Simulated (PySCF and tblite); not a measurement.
Results of a calculation; reference values are marked as such.
System: C₃H₄O₂Si, numbered as in [CH:1]#[C:2][C:3](=[O:4])[O:5][SiH3:6].

For the shift of Si6 from O5 to O4: electronic barrier 11.98 kcal/mol, zero-point change 0.17 kcal/mol, thermal and entropy terms at 250 K a further 0.57 kcal/mol (symmetry numbers apart). The minimum is Cs, the saddle Cs. Level: PBE/pcSseg-1 + D3(BJ) on B3LYP-D3(BJ)/def2-SVP stationary points, with GFN2-xTB thermal terms. Rates follow Eyring's equation with the number of equivalent paths and no tunnelling. Run with tblite and PySCF.

(1) How many equivalent paths lead out of the minimum?

(2) Work out the rate at 250 K.

Results:

(1) 2: the symmetry number of the minimum is 1, that of the saddle displaced along its mode 1, and the displaced saddle is chiral while the minimum is not, which doubles the count.

(2) ΔG‡ = 12.72 kcal/mol; k_B T/h = 5.2×10¹² s⁻¹; exp(−ΔG‡/RT) = 7.6×10⁻¹²; times 2 gives k = 79 s⁻¹. Wigner's tunnelling factor for the 331i cm⁻¹ mode would be 1.15.
